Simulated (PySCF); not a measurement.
## Which determinant of LiTe⁺ lies lowest?

Unrestricted PBE0; basis Li cc-pVDZ, Te cc-pVDZ-PP with ECP28; scalar-relativistic core potentials; PySCF 2.14. Outer shells of the fragments: Li+ closed shells only; Te 4d10 5s2 5p4.

Followed along the bond (rough minima from three points):

| 2Ms+1 | unpaired | ⟨S²⟩ at the start | R at minimum (Å) | Te (eV) |
| --- | --- | --- | --- | --- |
| 3 | π ↑↑ | 2.00 | 2.80 | 0.00 |
| 1 | π ↑↓ | 1.01 | 2.79 | 0.37 |
| 1 | none | 0.00 | 2.78 | 1.47 |
| 3 | σ ↑, π ↑ | 2.00 | none in the scan | ≤ 0.82 |
| 1 | σ ↓, π ↑ | 1.01 | none in the scan | ≤ 1.16 |

Solutions found at the starting distance of 2.705 Å, counted from the lowest of them; the search is not exhaustive and high or unbound solutions are not listed, so other states can lie among these:

| 2Ms+1 | unpaired | term | E (eV) | ⟨S²⟩ | ⟨Lz²⟩ | μ (D) |
| --- | --- | --- | --- | --- | --- | --- |
| 3 | π ↑↑ | ³Σ⁻ | 0.00 | 2.00 | 0.00 | -8.99 |
| 1 | π ↑↓ | mixed | 0.37 | 1.01 | 2.01 | -8.97 |
| 3 | σ ↑, π ↑ | ³Π | 0.86 | 2.00 | 1.01 | -9.24 |
| 1 | σ ↓, π ↑ | mixed | 1.21 | 1.01 | 1.01 | -9.22 |
| 1 | none | mixed | 1.47 | 0.00 | 2.00 | -8.88 |
| 3 | σ ↑↑, π ↑↓ | mixed | 6.25 | 3.01 | 2.01 | 0.23 |
| 1 | σ ↓↓, π ↑↑ | mixed | 6.29 | 2.01 | 0.00 | 0.48 |
| 3 | σ ↑, π ↑ | ³Π | 6.95 | 2.00 | 1.00 | 0.49 |
| 1 | σ ↓, π ↑ | mixed | 7.00 | 1.00 | 1.00 | 0.74 |
| 3 | σ ↑, π ↑↑↓ | mixed | 7.07 | 3.01 | 3.01 | -0.86 |

A term symbol is given only where ⟨S²⟩ and ⟨Lz²⟩ are close to those of a pure state; real π, δ and φ orbitals otherwise mix terms. A positive dipole points towards Te; it is taken about the centre of mass and depends on that origin.

Spin–orbit coupling is left out. Counting both spins, an empty level lies below a filled one in some of these solutions, because spin and occupation are held.
